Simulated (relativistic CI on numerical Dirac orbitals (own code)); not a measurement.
**Hyperfine structure of Er13+, mass number 167**

Computed by Dirac-Coulomb-Breit CI, separate exchange-only KLI orbitals for each configuration, model QED (radiative potential, 1s self-energy scaled to tabulated hydrogen-like ionisation energies), unscaled Slater integrals (own radial code, finite nucleus).

Configuration list (outside the closed core [Ar] 3d10 4p6 4d10): 4s2 4f7 5s2, 4s2 4f9, 4s2 4f8 5s, 4s2 4f8 6s, 4s2 4f5 5s2 6s2, 4s2 4f7 6s2, 4f9 5s2. The list is cut by size and lacks configurations that can hold low levels.

Nuclear spin I = 7/2, μ = -0.5623 μN, Q = 3.57 b (tables of Stone and Pyykkö). The electronic factors are computed for point nuclear moments, without core polarisation or the Bohr-Weisskopf and QED corrections.

| Level | E (cm⁻¹) | A (MHz) | B (MHz) |
| --- | --- | --- | --- |
| 4s2 4f7 5s2 6P°_7/2 | 53818.3 | -60.52 | 3070 |
| 4s2 4f7 5s2 6P°_5/2 | 55271.3 | -73.63 | 1620 |
| 4s2 4f7 5s2 6P°_3/2 | 56591.0 | 107.8 | -874 |
| 4s2 4f7 5s2 6I°_7/2 | 59256.2 | -292.2 | 657 |
| 4s2 4f7 5s2 6I°_17/2 | 59918.5 | -179.3 | -31.6 |
| 4s2 4f7 5s2 6I°_9/2 | 60078.5 | -228.2 | 884 |
| 4s2 4f7 5s2 6I°_11/2 | 60700.9 | -197.3 | 927 |
| 4s2 4f7 5s2 6I°_15/2 | 60845.6 | -177.3 | 600 |

Levels with J = 0, under 50 % of one LS term, or S terms without an open s electron are left out. Small factors come from cancelling terms and can be off by tens of per cent or more.

At this charge energies of transitions that change n are usually good to better than 1 %, and those within a shell (Δn = 0) to a few per cent. Terms inside the open d or f shell come out 10 to 20 % too wide with unscaled integrals. Levels and lines within the n = 5 or 6 shells can be off by up to 10 % or somewhat more, and those that change n by about 2 %, since core polarisation is missing.

(1) Give the hyperfine levels of 4s2 4f7 5s2 6P°_3/2 relative to its centre of gravity.

Answers

(1) With K = F(F + 1) − I(I + 1) − J(J + 1), E = AK/2 + B[¾K(K + 1) − I(I + 1)J(J + 1)]/[2I(2I − 1)J(2J − 1)]: F = 2: -1195, F = 3: -248.1, F = 4: 432.5, F = 5: 347.4 MHz.

LS names give the leading component of a level, which can be under half, so a name can repeat, a term be missing and a line seem to break the LS rules.
